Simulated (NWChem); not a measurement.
System: THF (C₄H₈O); SMILES C1CCOC1

Here is an NWChem input.

```
start job
memory heap 200 mb stack 900 mb global 1100 mb
geometry units angstroms noautosym nocenter noautoz
  C     -0.749675     0.971165    -0.222926
  C      0.709059     1.001576     0.221622
  C      1.161945    -0.409671    -0.137284
  O      0.025536    -1.236910    -0.000651
  C     -1.143493    -0.456953     0.138388
  H     -1.377643     1.726554     0.271451
  H     -0.823013     1.131082    -1.310985
  H      1.305560     1.781546    -0.273537
  H      0.775247     1.166114     1.309456
  H      1.967233    -0.783370     0.517129
  H      1.537368    -0.450355    -1.179026
  H     -1.514179    -0.511712     1.181226
  H     -1.934379    -0.864327    -0.513412
end
basis spherical
  * library pcsseg-1
end
dft
  xc kt2
  iterations 150
end
property
  shielding 7 1 3 4 6 7 10 11
end
task dft property
```

NWChem printed, in part:

```
             Northwest Computational Chemistry Package (NWChem) 7.3.0
             --------------------------------------------------------

                             Geometry "geometry" -> ""
                             -------------------------

 Output coordinates in angstroms (scale by  1.889725989 to convert to a.u.)

  No.       Tag          Charge          X              Y              Z
 ---- ---------------- ---------- -------------- -------------- --------------
    1 C                    6.0000    -0.74967500     0.97116500    -0.22292600
    2 C                    6.0000     0.70905900     1.00157600     0.22162200
    3 C                    6.0000     1.16194500    -0.40967100    -0.13728400
    4 O                    8.0000     0.02553600    -1.23691000    -0.00065100
    5 C                    6.0000    -1.14349300    -0.45695300     0.13838800
    6 H                    1.0000    -1.37764300     1.72655400     0.27145100
    7 H                    1.0000    -0.82301300     1.13108200    -1.31098500
    8 H                    1.0000     1.30556000     1.78154600    -0.27353700
    9 H                    1.0000     0.77524700     1.16611400     1.30945600
   10 H                    1.0000     1.96723300    -0.78337000     0.51712900
   11 H                    1.0000     1.53736800    -0.45035500    -1.17902600
   12 H                    1.0000    -1.51417900    -0.51171200     1.18122600
   13 H                    1.0000    -1.93437900    -0.86432700    -0.51341200

 Effective nuclear repulsion energy (a.u.)     191.3794288857

                              NWChem Property Module
                              ----------------------

  itol2e modified to match energy
  convergence criterion.

                                 NWChem DFT Module
                                 -----------------

 Summary of "ao basis" -> "ao basis" (spherical)
 ------------------------------------------------------------------------------
       Tag                 Description            Shells   Functions and Types
 ---------------- ------------------------------  ------  ---------------------
 C                          pcsseg-1                 7       17   3s3p1d
 O                          pcsseg-1                 7       17   3s3p1d
 H                          pcsseg-1                 3        5   2s1p

  itol2e modified to match energy
  convergence criterion.

            General Information
            -------------------
          SCF calculation type: DFT
          Wavefunction type:  closed shell.
          No. of atoms     :    13
          No. of electrons :    40
           Alpha electrons :    20
            Beta electrons :    20
          Charge           :     0
          Spin multiplicity:     1
          Use of symmetry is: off; symmetry adaption is: off
          Maximum number of iterations: 150
          AO basis - number of functions:   125
                     number of shells:    59
          Convergence on energy requested:  1.00D-07
          Convergence on density requested:  1.00D-05
          Convergence on gradient requested:  5.00D-04

              XC Information
              --------------
                          KT2 Method XC Functional
                        Slater Exchange Functional  1.072 local
                           KT1 gradient correction  1.000 non-local
            Perdew 1991 LDA Correlation Functional  0.577 local

             Grid Information
             ----------------
          Grid used for XC integration:  fine
          Radial quadrature: Mura-Knowles
          Angular quadrature: Lebedev.
          Tag              B.-S. Rad. Rad. Pts. Rad. Cut. Ang. Pts.
          ---              ---------- --------- --------- ---------
          C                   0.70       70          10.0       590
          O                   0.60       70          10.0       590
          H                   0.35       60          12.0       590
          Grid pruning is: on
          Number of quadrature shells:   830
          Spatial weights used:  Erf1

      Superposition of Atomic Density Guess
      -------------------------------------

 Sum of atomic energies:        -229.35009437

      Non-variational initial energy
      ------------------------------

 Total energy =    -232.828349
 1-e energy   =    -688.003879
 2-e energy   =     263.796101
 HOMO         =      -0.321744
 LUMO         =       0.075292

   convergence    iter        energy       DeltaE   RMS-Dens  Diis-err
 ---------------- ----- ----------------- --------- --------- ---------
 d= 0,ls=0.0,diis     1   -236.1953256966 -4.28D+02  8.08D-03  4.54D-01
 d= 0,ls=0.0,diis     2   -236.1867563189  8.57D-03  5.10D-03  6.31D-01
 d= 0,ls=0.0,diis     3   -236.2412576682 -5.45D-02  1.30D-03  8.84D-02
 d= 0,ls=0.0,diis     4   -236.2481061144 -6.85D-03  4.51D-04  4.60D-03
 d= 0,ls=0.0,diis     5   -236.2485879587 -4.82D-04  1.52D-04  3.57D-04
  Resetting Diis
 d= 0,ls=0.0,diis     6   -236.2486354883 -4.75D-05  1.43D-05  2.16D-06
 d= 0,ls=0.0,diis     7   -236.2486357844 -2.96D-07  3.44D-06  9.19D-08
 d= 0,ls=0.0,diis     8   -236.2486357806  3.89D-09  1.92D-06  1.29D-07

         Total DFT energy =     -236.248635780555
      One electron energy =     -693.214358348812
           Coulomb energy =      302.810228233497
    Exchange-Corr. energy =      -37.223934550910
 Nuclear repulsion energy =      191.379428885670

 Numeric. integr. density =       40.000024973878

                       DFT Final Molecular Orbital Analysis
                       ------------------------------------

 Vector   18  Occ=2.000000D+00  E=-2.954231D-01
              MO Center= -1.3D-02,  6.3D-01, -1.0D-04, r^2= 3.3D+00
   Bfn.  Coefficient  Atom+Function         Bfn.  Coefficient  Atom+Function
  ----- ------------  ---------------      ----- ------------  ---------------
    91      0.285772   7 H  s               101      0.285724   9 H  s
     9     -0.198105   1 C  pz               26      0.198153   2 C  pz
   111      0.160221  11 H  s               116      0.160355  12 H  s
    92      0.133553   7 H  s               102      0.133539   9 H  s
    96     -0.132432   8 H  s                12     -0.131506   1 C  pz

 Vector   19  Occ=2.000000D+00  E=-2.751248D-01
              MO Center=  1.3D-02, -6.4D-01, -4.4D-04, r^2= 2.2D+00
   Bfn.  Coefficient  Atom+Function         Bfn.  Coefficient  Atom+Function
  ----- ------------  ---------------      ----- ------------  ---------------
    59      0.353134   4 O  py               62      0.351303   4 O  py
    56      0.188724   4 O  py               54     -0.172764   4 O  s
    42     -0.165690   3 C  py               76     -0.163819   5 C  py
     8      0.155647   1 C  py               25      0.153192   2 C  py
    53     -0.137419   4 O  s                11      0.110758   1 C  py

 Vector   20  Occ=2.000000D+00  E=-2.042631D-01
              MO Center=  2.0D-02, -9.4D-01,  3.2D-04, r^2= 2.0D+00
   Bfn.  Coefficient  Atom+Function         Bfn.  Coefficient  Atom+Function
  ----- ------------  ---------------      ----- ------------  ---------------
    63      0.432762   4 O  pz               60      0.417818   4 O  pz
    57      0.222155   4 O  pz              111      0.214958  11 H  s
   116     -0.215161  12 H  s               106     -0.159309  10 H  s
   121      0.158640  13 H  s               112      0.137182  11 H  s
   117     -0.137431  12 H  s                10     -0.117033   1 C  px

 Vector   21  Occ=0.000000D+00  E= 1.721108D-02
              MO Center= -1.3D-02,  6.3D-01,  1.4D-03, r^2= 7.1D+00
   Bfn.  Coefficient  Atom+Function         Bfn.  Coefficient  Atom+Function
  ----- ------------  ---------------      ----- ------------  ---------------
     3      0.829056   1 C  s                20      0.829056   2 C  s
    37      0.681903   3 C  s                71      0.682493   5 C  s
    92     -0.569683   7 H  s               102     -0.571066   9 H  s
    87     -0.547280   6 H  s                97     -0.547169   8 H  s
   112     -0.503195  11 H  s               117     -0.503477  12 H  s

 Vector   22  Occ=0.000000D+00  E= 4.505264D-02
              MO Center= -1.4D-02,  7.3D-01, -1.0D-03, r^2= 7.0D+00
   Bfn.  Coefficient  Atom+Function         Bfn.  Coefficient  Atom+Function
  ----- ------------  ---------------      ----- ------------  ---------------
    92      0.934042   7 H  s               102     -0.933750   9 H  s
    87     -0.675952   6 H  s                97      0.678139   8 H  s
   112      0.656544  11 H  s               117     -0.656263  12 H  s
   107     -0.448153  10 H  s               122      0.448083  13 H  s
    12      0.436946   1 C  pz               29      0.437834   2 C  pz

 Vector   23  Occ=0.000000D+00  E= 6.189052D-02
              MO Center= -5.9D-03,  3.6D-01,  3.0D-04, r^2= 8.3D+00
   Bfn.  Coefficient  Atom+Function         Bfn.  Coefficient  Atom+Function
  ----- ------------  ---------------      ----- ------------  ---------------
     3      0.959475   1 C  s                20     -0.957853   2 C  s
    37     -0.956797   3 C  s                71      0.954638   5 C  s
   107      0.755593  10 H  s               122     -0.754228  13 H  s
    87     -0.643533   6 H  s                97      0.642009   8 H  s
    92     -0.489831   7 H  s               102      0.489074   9 H  s

     Multipole analysis of the density
     ---------------------------------

     L   x y z        total         alpha         beta         nuclear
     -   - - -        -----         -----         ----         -------
     0   0 0 0     -0.000000    -20.000000    -20.000000     40.000000

[...]

          -----------------------------------------
          Chemical Shielding Tensors (GIAO, in ppm)
          -----------------------------------------

                                NWChem CPHF Module
                                ------------------

  scftype          =     RHF
  nclosed          =       20
  nopen            =        0
  variables        =     2100
  # of vectors     =        3
  tolerance        = 0.10D-03
  level shift      = 0.00D+00
  max iterations   =       50
  max subspace     =       30

 SCF residual:    1.2864900216296463E-004

Iterative solution of linear equations
  No. of variables     2100
  No. of equations        3
  Maximum subspace       30
        Iterations       50
       Convergence  1.0D-04

   iter   nsub   residual    time
   ----  ------  --------  ---------
     1      3    6.07D-05      81.2

      Atom:    1  C
        Diamagnetic
    254.3519      3.3563      2.0060
      3.3563    251.5461     -0.3611
      2.0060     -0.3611    241.9749

        Paramagnetic
    -88.7277     -3.0373      1.8179
     -3.0373    -90.2166     -5.9900
      1.8179     -5.9900   -108.8577

        Total Shielding Tensor
    165.6243      0.3190      3.8239
      0.3190    161.3295     -6.3510
      3.8239     -6.3510    133.1172

           isotropic =     153.3570
          anisotropy =      19.1387

          Principal Components and Axis System
                 1           2           3
              166.1161    162.6238    131.3310

      1         0.9840      0.1401     -0.1103
      2        -0.1151      0.9715      0.2070
      3         0.1362     -0.1910      0.9721

      Atom:    2  C
        Diamagnetic
    247.9522      3.3919     -1.4597
      3.3919    253.2563      1.2470
     -1.4597      1.2470    238.0867

        Paramagnetic
   -110.2207     26.1943     -7.9914
     26.1943   -130.3651     -1.3473
     -7.9914     -1.3473   -161.4359

        Total Shielding Tensor
    137.7315     29.5862     -9.4511
     29.5862    122.8912     -0.1003
     -9.4511     -0.1003     76.6508

           isotropic =     112.4245
          anisotropy =      73.5884

          Principal Components and Axis System
                 1           2           3
              161.4834    101.1037     74.6865

      1         0.7904     -0.5779      0.2032
      2         0.6062      0.7858     -0.1227
      3        -0.0888      0.2202      0.9714

      Atom:    3  O
        Diamagnetic
    417.1514      0.4959     -5.9917
      0.4959    393.1359     -0.0967
     -5.9917     -0.0967    376.1558

        Paramagnetic
   -158.4027     -3.1683      3.9314
     -3.1683     -6.3931      0.1782
      3.9314      0.1782   -182.6392

        Total Shielding Tensor
    258.7487     -2.6724     -2.0603
     -2.6724    386.7428      0.0815
     -2.0603      0.0815    193.5166

           isotropic =     279.6694
          anisotropy =     160.6939

          Principal Components and Axis System
                 1           2           3
              386.7987    258.7579    193.4516

      1        -0.0209      0.9993      0.0315
      2         0.9998      0.0209      0.0000
      3         0.0006     -0.0315      0.9995

      Atom:    4  H
        Diamagnetic
     30.8213     -6.7831     -3.2899
     -6.7831     33.2207      4.4219
     -3.2899      4.4219     25.1991

        Paramagnetic
     -0.2690      2.4196      1.8611
      2.4196     -2.2437     -2.3680
      1.8611     -2.3680      1.5478

        Total Shielding Tensor
     30.5523     -4.3635     -1.4287
     -4.3635     30.9770      2.0540
     -1.4287      2.0540     26.7470

           isotropic =      29.4254
          anisotropy =       9.5756

          Principal Components and Axis System
                 1           2           3
               35.8092     26.6360     25.8312

      1        -0.6575      0.7115     -0.2479
      2         0.7058      0.4665     -0.5331
      3         0.2636      0.5255      0.8089

      Atom:    5  H
        Diamagnetic
     25.3687     -0.9230      2.9914
     -0.9230     25.9937     -4.1599
      2.9914     -4.1599     37.5308

        Paramagnetic
      1.7863      0.9897      0.1081
      0.9897      1.4132      0.8397
      0.1081      0.8397     -3.4393

        Total Shielding Tensor
     27.1550      0.0666      3.0995
      0.0666     27.4070     -3.3202
      3.0995     -3.3202     34.0916

           isotropic =      29.5512
          anisotropy =      10.2012

          Principal Components and Axis System
                 1           2           3
               36.3520     27.3441     24.9574

      1         0.2993      0.7022      0.6461
      2        -0.3301      0.7115     -0.6204
      3         0.8952      0.0276     -0.4447

      Atom:    6  H
        Diamagnetic
     34.9890     -4.0801      6.7033
     -4.0801     26.3539     -2.7898
      6.7033     -2.7898     26.3080

        Paramagnetic
     -3.7338      2.8736     -4.1520
      2.8736     -0.3554      1.8423
     -4.1520      1.8423     -2.3396

        Total Shielding Tensor
     31.2552     -1.2065      2.5513
     -1.2065     25.9985     -0.9474
      2.5513     -0.9474     23.9683

           isotropic =      27.0740
          anisotropy =       7.9650

          Principal Components and Axis System
                 1           2           3
               32.3840     25.7819     23.0561

      1         0.9263      0.2678     -0.2651
      2        -0.2204      0.9557      0.1953
      3         0.3056     -0.1225      0.9442

      Atom:    7  H
        Diamagnetic
     27.9118     -0.7154     -7.3820
     -0.7154     24.5304      0.9891
     -7.3820      0.9891     34.8215

        Paramagnetic
      1.0318      1.8883      1.9229
      1.8883      0.7152     -0.2300
      1.9229     -0.2300     -6.5356

        Total Shielding Tensor
     28.9436      1.1729     -5.4591
      1.1729     25.2456      0.7591
     -5.4591      0.7591     28.2859

           isotropic =      27.4917
          anisotropy =       9.9073

          Principal Components and Axis System
                 1           2           3
               34.0965     25.9002     22.4783

      1         0.7308      0.2761      0.6243
      2         0.0384      0.8965     -0.4414
      3        -0.6815      0.3465      0.6445
```

Level: KT2/pcSseg-1, GIAO. All runs use the structure optimised with PBE0/def2-SVP. No frequency run checked for a minimum. The output numbers the shielded atoms by their place in the input's list. The printed shielding anisotropy is the first printed principal value minus the mean of the other two.
